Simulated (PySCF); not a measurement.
## `C=C/C=N/N=C/C`: 4 charge schemes on one density

C5H8N2.
Atom-mapped SMILES: `[CH2:1]=[CH:2]/[CH:3]=[N:4]/[N:5]=[CH:6]/[CH3:7]` (hydrogens: H8, H9 on C1; H10 on C2; H11 on C3; H12 on C6; H13, H14, H15 on C7)

Structure used (GFN2-xTB), in Å, numbered top down from 1:
```xyz
15
C5H8N2 angstrom
C      3.6380    0.2473    0.3091
C      2.5146    0.2104   -0.4033
C      1.2024    0.2293    0.1857
N      0.1705    0.1510   -0.5582
N     -1.0604    0.3077   -0.2469
C     -1.9736   -0.5254    0.0051
C     -3.3872   -0.0794    0.1371
H      4.6083    0.2241   -0.1550
H      3.6210    0.3005    1.3857
H      2.5388    0.1556   -1.4826
H      1.1326    0.3043    1.2739
H     -1.7732   -1.5925    0.1300
H     -3.7725   -0.3394    1.1227
H     -4.0085   -0.5805   -0.6050
H     -3.4551    0.9951   -0.0051
```

Density: PBE0/pcSseg-1 (PySCF); schemes: Mulliken, IAO, Hirshfeld and ESP-fitted. One conformer (not necessarily the lowest) at the GFN2-xTB geometry, without solvent, vibrations or thermal averaging.

Task: What partial charge does each atom carry?

Result: In e; atoms taken as equivalent share a row and are averaged (×n: the atom named and its like, n in all):

```
       atom               environment  Mulliken     IAO  Hirshfeld  ESP-fitted
         C1      terminal =CH2 carbon    -0.144  -0.317     -0.096      -0.485
         C2          alkene CH carbon    -0.205  -0.140     -0.050      -0.094
         C3                C=N carbon    +0.124  -0.037     +0.008      +0.163
         N4              C=N nitrogen    -0.228  -0.120     -0.075      -0.280
         N5              C=N nitrogen    -0.199  -0.113     -0.072      -0.173
         C6                C=N carbon    +0.016  -0.017     +0.029      +0.226
         C7             methyl carbon    -0.256  -0.434     -0.119      -0.468
         H8          vinylic hydrogen    +0.123  +0.158     +0.050      +0.205
         H9          vinylic hydrogen    +0.112  +0.146     +0.045      +0.191
        H10          vinylic hydrogen    +0.110  +0.162     +0.050      +0.137
        H11  hydrogen on a C=N carbon    +0.081  +0.119     +0.041      +0.095
        H12  hydrogen on a C=N carbon    +0.080  +0.120     +0.041      +0.069
H13/H14/H15           methyl hydrogen    +0.129  +0.157     +0.049      +0.138
```

Mean size of the charges over all atoms: ESP-fitted 0.200 e, IAO 0.157 e, Mulliken 0.138 e, Hirshfeld 0.055 e. Each set sums to the total charge, 0, to within 0.001 e. The Mulliken scheme counts on each atom the diagonal of the density matrix times the overlap matrix over that atom's basis functions. The ESP scheme is a least-squares fit of atom-centred charges to the potential on four shells outside the van der Waals surface, with the total charge fixed.

Lowest charge. The schemes don't all agree: Mulliken C7 (-0.256); IAO C7 (-0.434); Hirshfeld C7 (-0.119); ESP-fitted C1 (-0.485).

Highest charge. The schemes don't all agree: Mulliken H13/H14/H15 (+0.129); IAO H10 (+0.162); Hirshfeld H8 and H10 (+0.050); ESP-fitted C6 (+0.226).

Task: How closely do the schemes follow one another over all atoms?

Result: Correlation coefficient and root-mean-square difference: IAO with Hirshfeld 0.96, 0.128 e; Mulliken with Hirshfeld 0.95, 0.094 e; Hirshfeld with ESP-fitted 0.95, 0.177 e; IAO with ESP-fitted 0.90, 0.106 e; Mulliken with IAO 0.87, 0.090 e; Mulliken with ESP-fitted 0.87, 0.126 e.

Task: How many electrons does the ESP-fitted scheme count on N4?

Result: Z − q = 7 − (-0.280) = 7.280.

Task: Sum the charges by element.

Result: 
```json
{"element": "C", "atoms": "5", "Mulliken": "-0.465", "IAO": "-0.944", "Hirshfeld": "-0.228", "ESP-fitted": "-0.657"}
{"element": "N", "atoms": "2", "Mulliken": "-0.427", "IAO": "-0.233", "Hirshfeld": "-0.148", "ESP-fitted": "-0.453"}
{"element": "H", "atoms": "8", "Mulliken": "+0.892", "IAO": "+1.177", "Hirshfeld": "+0.375", "ESP-fitted": "+1.110"}
```
